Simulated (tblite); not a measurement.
Species: C₄H₃N₂Si (doublet state).
Atom-mapped SMILES: `[N:1]#[C:2][C:3]1=[C:4][CH:5]=[N:6][SiH2:7]1` (hydrogens: H8 on C5; H9, H10 on Si7)

The geometry is computed with GFN2-xTB (gas phase). This method treats the open shell by occupation alone, without spin polarisation.

Question: Give the optimised bond lengths and angles.

Answer: 
| bond | length (bohr) |
| --- | --- |
| N1≡C2 | 2.175 |
| C2–C3 | 2.611 |
| C3–C4 | 2.492 |
| C4–C5 | 2.719 |
| C5–N6 | 2.418 |
| N6–Si7 | 3.303 |
| C3–Si7 | 3.728 |
| C5–H8 | 2.044 |
| Si7–H9, Si7–H10 | 2.741 |

Bonds in one row agree within 0.02 bohr and their mean is given. A selection of angles:
| angle | degrees |
| --- | --- |
| N1–C2–C3 | 176.9 |
| C2–C3–C4 | 132.3 |
| C2–C3–Si7 | 124.9 |
| C4–C3–Si7 | 102.8 |
| C3–C4–C5 | 117.7 |
| C4–C5–N6 | 117.7 |
| C4–C5–H8 | 121.9 |
| N6–C5–H8 | 120.4 |
| C5–N6–Si7 | 111.2 |
| N6–Si7–H9 | 111.9 |
| C3–Si7–N6 | 90.5 |
| C3–Si7–H9 | 108.7 |
| H9–Si7–H10 | 120.8 |

The 3 C–C bonds span 1.319 Å (C3–C4, aromatic) to 1.439 Å (C4–C5, aromatic), a spread of 0.120 Å. The 7 heavy atoms lie in one plane (0.001 Å rms). Si7 (silicon bonded to C, N and 2 H) has angles from 90.5° to 120.8°. The C–N distances run from 1.151 Å (N1≡C2, drawn triple) to 1.279 Å (C5–N6, aromatic), a spread of 0.128 Å. The 5-membered ring C3–C4–C5–N6–Si7 has internal angles of 90.5° to 117.7°; it is planar, 0.00 Å rms from its mean plane, widest ring torsion 0°. C3 (carbon bonded to 2 C and Si) is planar (angles 132.3°, 124.9° and 102.8°, sum 360.0°, 0.00 Å off the plane of its three neighbours). C5 (carbon bonded to C, N and H) is planar (angles 121.9°, 120.4° and 117.7°, sum 360.0°, 0.00 Å off the plane of its three neighbours).

Point group: Cs (every atom within 0.08 Å of its image). Its GFN2-xTB frequencies are all real (lowest 125 cm⁻¹).
